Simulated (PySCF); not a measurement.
Simulation results for AlH3N, AlFH2N

Computed with PySCF 2.14.0. Calculation on a computer-drawn molecule: vertical ionisation energy to the stated ion spin, frozen-core CCSD(T) at the basis limit and cheaper methods, single-reference cases, UHF for radicals, no spin-orbit; all values are single points at the evaluated structure, the first of each entry, which is the reference or a displaced copy of it and isn't optimised; the reference structure only sets the zero of the energies above reference; triples share is (T) over the correlation energy.

Common to all runs: diffuse functions no; basis cc-pV(n+d)Z; reference is the Hartree-Fock double-zeta minimum; best is HF at quadruple zeta + MP2 correlation extrapolated from triple and quadruple zeta + CCSD(T) minus MP2 at triple zeta; basis step is the size of the change from the same recipe one zeta lower.

(1) AlH3N

Evaluated structure:
```xyz
5
AlH3N
N     -0.0332     2.8879     0.9517
Al     0.6477     2.5016    -0.6339
H     -0.8329     3.5356     1.1274
H      0.2900     2.5809     1.9151
H      1.3015     2.1093    -1.9579
```

Reference structure:
```xyz
5
AlH3N
N     -0.0312     2.9083     0.9518
Al     0.6600     2.4755    -0.5486
H     -0.8120     3.5337     1.0761
H      0.2771     2.5788     1.8533
H      1.2822     2.0862    -1.8995
```

```
charge                                    : 1
multiplicity                              : 1
ion multiplicity                          : 2
ionisation energy best                    : 16.31 eV
ionisation energy basis step              : 0.03939 eV
energy above reference best               : 3.183 kcal/mol
energy above reference basis step         : 0.3174 kcal/mol
ionisation energy Koopmans at triple zeta : 16.91 eV
ionisation energy EOM CCSD at triple zeta : 16.17 eV
total energy HF triple zeta               : -297.8988 hartree
total energy CCSD(T) triple zeta          : -298.2026 hartree
total energy best                         : -298.2411 hartree
T1 diagnostic at triple zeta              : 0.01341
D1 diagnostic at triple zeta              : 0.03438
ion T1 diagnostic at triple zeta          : 0.009173
ion D1 diagnostic at triple zeta          : 0.01992
ion spin squared at triple zeta           : 0.7597
triples share at triple zeta              : 0.03429
basis functions triple zeta               : 111
```

Drawn bonds:
| atom | other atom | order |
| --- | --- | --- |
| 1 | 2 | 1 |
| 1 | 3 | 1 |
| 1 | 4 | 1 |
| 2 | 5 | 1 |

Triple zeta:
| method | ionisation energy (eV) | energy above reference (kcal/mol) |
| --- | --- | --- |
| HF | 14.56 | 5.191 |
| PBE | 16.32 | 2.109 |
| r2SCAN | 16.13 | 3.228 |
| B3LYP | 16.27 | 3.14 |
| wB97X | 16.19 | 3.69 |
| MP2 | 16.28 | 3.093 |
| CCSD | 16.02 | 3.387 |
| CCSD(T) | 16.15 | 3.025 |

(2) AlH3N

Evaluated structure:
```xyz
5
AlH3N
N     -0.1116     3.0266     0.9437
Al     0.7355     2.4255    -0.5232
H     -0.8012     3.5662     1.0494
H      0.2197     2.5042     1.8993
H      1.3420     2.0340    -1.8362
```

Reference structure:
```xyz
5
AlH3N
N     -0.0312     2.9083     0.9518
Al     0.6600     2.4755    -0.5486
H     -0.8120     3.5337     1.0761
H      0.2771     2.5788     1.8533
H      1.2822     2.0862    -1.8995
```

```
charge                                    : 1
multiplicity                              : 1
ion multiplicity                          : 2
ionisation energy best                    : 16.33 eV
ionisation energy basis step              : 0.0385 eV
energy above reference best               : 21.32 kcal/mol
energy above reference basis step         : 0.2425 kcal/mol
ionisation energy Koopmans at triple zeta : 16.92 eV
ionisation energy EOM CCSD at triple zeta : 16.19 eV
total energy HF triple zeta               : -297.8704 hartree
total energy CCSD(T) triple zeta          : -298.1734 hartree
total energy best                         : -298.2122 hartree
T1 diagnostic at triple zeta              : 0.01409
D1 diagnostic at triple zeta              : 0.03634
ion T1 diagnostic at triple zeta          : 0.009369
ion D1 diagnostic at triple zeta          : 0.01989
ion spin squared at triple zeta           : 0.76
triples share at triple zeta              : 0.03406
basis functions triple zeta               : 111
```

Drawn bonds:
| atom | other atom | order |
| --- | --- | --- |
| 1 | 2 | 1 |
| 1 | 3 | 1 |
| 1 | 4 | 1 |
| 2 | 5 | 1 |

Triple zeta:
| method | ionisation energy (eV) | energy above reference (kcal/mol) |
| --- | --- | --- |
| HF | 14.57 | 23.03 |
| PBE | 16.35 | 21.02 |
| r2SCAN | 16.15 | 21.65 |
| B3LYP | 16.29 | 21.41 |
| wB97X | 16.21 | 22.19 |
| MP2 | 16.29 | 21.44 |
| CCSD | 16.04 | 21.66 |
| CCSD(T) | 16.17 | 21.36 |

(3) AlH3N

Evaluated structure:
```xyz
5
AlH3N
N     -0.0332     2.8855     0.9481
Al     0.6105     2.4963    -0.4685
H     -0.8113     3.5461     1.0602
H      0.2839     2.5655     1.8466
H      1.2409     2.1148    -1.7811
```

Reference structure:
```xyz
5
AlH3N
N     -0.0312     2.9083     0.9518
Al     0.6600     2.4755    -0.5486
H     -0.8120     3.5337     1.0761
H      0.2771     2.5788     1.8533
H      1.2822     2.0862    -1.8995
```

```
charge                                    : 1
multiplicity                              : 1
ion multiplicity                          : 2
ionisation energy best                    : 17.26 eV
ionisation energy basis step              : 0.04727 eV
energy above reference best               : 6.008 kcal/mol
energy above reference basis step         : 0.2846 kcal/mol
ionisation energy Koopmans at triple zeta : 17.8 eV
ionisation energy EOM CCSD at triple zeta : 17.12 eV
total energy HF triple zeta               : -297.8991 hartree
total energy CCSD(T) triple zeta          : -298.1977 hartree
total energy best                         : -298.2366 hartree
T1 diagnostic at triple zeta              : 0.01062
D1 diagnostic at triple zeta              : 0.02434
ion T1 diagnostic at triple zeta          : 0.00828
ion D1 diagnostic at triple zeta          : 0.01869
ion spin squared at triple zeta           : 0.7578
triples share at triple zeta              : 0.03174
basis functions triple zeta               : 111
```

Drawn bonds:
| atom | other atom | order |
| --- | --- | --- |
| 1 | 2 | 1 |
| 1 | 3 | 1 |
| 1 | 4 | 1 |
| 2 | 5 | 1 |

Triple zeta:
| method | ionisation energy (eV) | energy above reference (kcal/mol) |
| --- | --- | --- |
| HF | 15.57 | 5.031 |
| PBE | 17.25 | 6.344 |
| r2SCAN | 17.08 | 5.566 |
| B3LYP | 17.22 | 5.604 |
| wB97X | 17.16 | 5.175 |
| MP2 | 17.22 | 6.082 |
| CCSD | 16.99 | 5.906 |
| CCSD(T) | 17.1 | 6.134 |

(4) AlH3N

Evaluated structure:
```xyz
5
AlH3N
N      0.0157     3.0387     0.9355
Al     0.6566     2.4907    -0.4469
H     -0.8104     3.5153     1.0432
H      0.1956     2.6491     1.6663
H      1.3082     2.0295    -1.9651
```

Reference structure:
```xyz
5
AlH3N
N     -0.0312     2.9083     0.9518
Al     0.6600     2.4755    -0.5486
H     -0.8120     3.5337     1.0761
H      0.2771     2.5788     1.8533
H      1.2822     2.0862    -1.8995
```

```
charge                                    : 1
multiplicity                              : 1
ion multiplicity                          : 2
ionisation energy best                    : 17.44 eV
ionisation energy basis step              : 0.0498 eV
energy above reference best               : 31.41 kcal/mol
energy above reference basis step         : 0.5604 kcal/mol
ionisation energy Koopmans at triple zeta : 17.99 eV
ionisation energy EOM CCSD at triple zeta : 17.34 eV
total energy HF triple zeta               : -297.8604 hartree
total energy CCSD(T) triple zeta          : -298.1566 hartree
total energy best                         : -298.1961 hartree
T1 diagnostic at triple zeta              : 0.01101
D1 diagnostic at triple zeta              : 0.02437
ion T1 diagnostic at triple zeta          : 0.01127
ion D1 diagnostic at triple zeta          : 0.03721
ion spin squared at triple zeta           : 0.757
triples share at triple zeta              : 0.03056
basis functions triple zeta               : 111
```

Drawn bonds:
| atom | other atom | order |
| --- | --- | --- |
| 1 | 2 | 1 |
| 1 | 3 | 1 |
| 1 | 4 | 1 |
| 2 | 5 | 1 |

Triple zeta:
| method | ionisation energy (eV) | energy above reference (kcal/mol) |
| --- | --- | --- |
| HF | 15.77 | 29.32 |
| PBE | 17.3 | 32.81 |
| r2SCAN | 17.23 | 31.29 |
| B3LYP | 17.38 | 31.64 |
| wB97X | 17.36 | 31.36 |
| MP2 | 17.4 | 32.34 |
| CCSD | 17.18 | 31.42 |
| CCSD(T) | 17.29 | 31.91 |

(5) AlH3N

Evaluated structure:
```xyz
5
AlH3N
N     -0.0728     2.8862     0.8950
Al     0.7408     2.5894    -0.6981
H     -0.7839     3.5552     1.0773
H      0.2519     2.6144     1.7516
H      1.3216     2.0303    -2.1987
```

Reference structure:
```xyz
5
AlH3N
N     -0.0312     2.9083     0.9518
Al     0.6600     2.4755    -0.5486
H     -0.8120     3.5337     1.0761
H      0.2771     2.5788     1.8533
H      1.2822     2.0862    -1.8995
```

```
charge                           : 1
multiplicity                     : 1
ion multiplicity                 : 2
ion D1 diagnostic at triple zeta : ?
T1 diagnostic at triple zeta     : ?
```

Drawn bonds:
| atom | other atom | order |
| --- | --- | --- |
| 1 | 2 | 1 |
| 1 | 3 | 1 |
| 1 | 4 | 1 |
| 2 | 5 | 1 |

(6) AlFH2N

Evaluated structure:
```xyz
5
AlFH2N
N      0.1222     1.8615    -2.7565
Al    -0.3457     0.1725    -2.2588
F      0.6170    -1.0699    -2.2769
H      1.0821     1.9452    -3.1608
H     -0.3893     2.6646    -2.7781
```

Reference structure:
```xyz
5
AlFH2N
N      0.2622     1.8297    -2.7455
Al    -0.3614     0.2833    -2.1843
F      0.6736    -1.0099    -2.3041
H      1.1823     1.9706    -3.1229
H     -0.2410     2.6968    -2.7372
```

```
charge                           : 0
multiplicity                     : 2
ion multiplicity                 : 1
ion T1 diagnostic at triple zeta : ?
```

Drawn bonds:
| atom | other atom | order |
| --- | --- | --- |
| 1 | 2 | 1 |
| 2 | 3 | 1 |
| 1 | 4 | 1 |
| 1 | 5 | 1 |

To be estimated
1. What ion D1 diagnostic at triple zeta does the calculation give for AlH3N (entry 5)?
2. AlH3N (entry 5): T1 diagnostic at triple zeta?
3. Give the table of triple zeta values for AlH3N (entry 5).
4. AlFH2N (entry 6): ion T1 diagnostic at triple zeta?
5. Give the table of triple zeta values for AlFH2N (entry 6).

Calculated values
1. 0.02772
2. 0.01449
3. 
Triple zeta:
| method | ionisation energy (eV) | energy above reference (kcal/mol) |
| --- | --- | --- |
| HF | 14.52 | 11.1 |
| PBE | 16.29 | 8.63 |
| r2SCAN | 16.1 | 9.764 |
| B3LYP | 16.23 | 9.865 |
| wB97X | 16.15 | 10.69 |
| MP2 | 16.23 | 10.1 |
| CCSD | 15.98 | 9.795 |
| CCSD(T) | 16.1 | 9.509 |
4. 0.01513
5. 
Triple zeta:
| method | ionisation energy (eV) | energy above reference (kcal/mol) |
| --- | --- | --- |
| HF | 7.983 | 6.789 |
| PBE | 8.116 | 7.495 |
| r2SCAN | 8.24 | 7.231 |
| B3LYP | 8.241 | 7.182 |
| wB97X | 8.041 | 7.387 |
| MP2 | 7.991 | 7.469 |
| CCSD | 8.076 | 7.166 |
| CCSD(T) | 8.061 | 7.22 |

Further results for AlH3N (entry 5):

```
ionisation energy best                    : 16.27 eV
ionisation energy basis step              : 0.03891 eV
energy above reference best               : 9.569 kcal/mol
energy above reference basis step         : 0.2539 kcal/mol
ionisation energy Koopmans at triple zeta : 16.88 eV
ionisation energy EOM CCSD at triple zeta : 16.16 eV
total energy HF triple zeta               : -297.8894 hartree
total energy CCSD(T) triple zeta          : -298.1923 hartree
total energy best                         : -298.2309 hartree
D1 diagnostic at triple zeta              : 0.03763
ion T1 diagnostic at triple zeta          : 0.01015
ion spin squared at triple zeta           : 0.7597
triples share at triple zeta              : 0.034
basis functions triple zeta               : 111
```

Further results for AlFH2N (entry 6):

```
ionisation energy best                         : 8.148 eV
ionisation energy basis step                   : 0.03497 eV
energy above reference best                    : 7.352 kcal/mol
energy above reference basis step              : 0.09431 kcal/mol
total energy HF triple zeta                    : -397.1221 hartree
total energy CCSD(T) triple zeta               : -397.6742 hartree
total energy best                              : -397.7676 hartree
T1 diagnostic at triple zeta                   : 0.01398
D1 diagnostic at triple zeta                   : 0.03611
spin squared at triple zeta                    : 0.7524
ion D1 diagnostic at triple zeta               : 0.03944
triples share at triple zeta                   : 0.03197
basis functions triple zeta                    : 127
dipole magnitude HF at triple zeta             : 1.643 debye
dipole magnitude CCSD unrelaxed at triple zeta : 1.648 debye
dipole magnitude PBE at triple zeta            : 1.729 debye
dipole magnitude r2SCAN at triple zeta         : 1.702 debye
dipole magnitude B3LYP at triple zeta          : 1.692 debye
dipole magnitude wB97X at triple zeta          : 1.677 debye
```
